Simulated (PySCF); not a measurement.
## Peak assignment

Cartesian coordinates in Å; atom numbers follow the order of the lines, from 1:
```xyz
16

F     0.556   -2.496   -1.205
C     0.395   -1.441   -0.367
C     1.417   -0.622   -0.118
Cl    2.965   -0.903   -0.861
C     1.300    0.578    0.754
Si    0.022    1.814    0.011
Si   -1.737    0.378   -0.444
C    -0.982   -1.287    0.167
H     2.278    1.037    0.872
H     0.964    0.277    1.749
H     0.642    2.468   -1.146
H    -0.204    2.853    1.024
H    -2.989    0.571    0.298
H    -2.102    0.214   -1.855
H    -0.959   -1.286    1.259
H    -1.572   -2.146   -0.147
```

Computed data (PySCF): GIAO PBE0/pcSseg-1 shieldings, structure optimised with GFN2-xTB. One averaged value for each set of equivalent atoms, isolated molecule, no relativistic terms, a single conformation.

Chemical shifts δ = σref − σ; 13C (186.93 ppm) and 1H (31.72 ppm) vs TMS, all at this level.

Task: Assign these signals to the numbered atoms. 13C{1H} NMR (computed): δ 163.1, 118.3, 19.4, 15.1.

Result: 
163.1 → C2, fully substituted alkene carbon: the olefinic region
118.3 → C3, fully substituted alkene carbon
19.4 → C5, allylic sp3 CH2 bonded to Si
15.1 → C8, allylic sp3 CH2 bonded to Si

Task: Assign these signals to the numbered atoms. 1H NMR (400 MHz, computed): δ 3.96 (m, 2H), 3.90 (m, 2H), 2.02 (m, 2H), 1.91 (m, 2H).

Result: 
```tsv
δ (ppm)	atoms	environment	reason
3.96	H13/H14	hydrogen on a silicon bonded to C, Si, in a 6-membered ring	–
3.90	H11/H12	hydrogen on a silicon bonded to C, Si, in a 6-membered ring	–
2.02	H15/H16	hydrogen on an allylic sp3 CH2 bonded to Si	allylic position
1.91	H9/H10	hydrogen on an allylic sp3 CH2 bonded to Si	–
```

H13/H14 and H11/H12; H15/H16 and H9/H10 lie closer than the usual error of such a calculation, so a measured spectrum could show them in the other order.

Carbons that carry Cl, above all several Cl atoms, come out too deshielded, partly because spin–orbit coupling is missing. Splittings by 19F in the carbon and heteronuclear signals aren't shown, as no couplings were computed. Shifts are as computed. Against solution values, carbons near 30 ppm lie about +3 ppm off and those near 130 ppm about +5 ppm; carbons on Cl a further +6 ppm. Of 1309 compounds with measured shifts, 239 miss one by over three times the rms of a fit or turn the order of signals round; such compounds aren't used in these exercises. No couplings were computed; multiplicities are counted from neighbouring protons, with m where these are inequivalent, close in shift, in a saturated or five-membered ring or joined by F or P, and br s for small geminal =CH2 splittings.
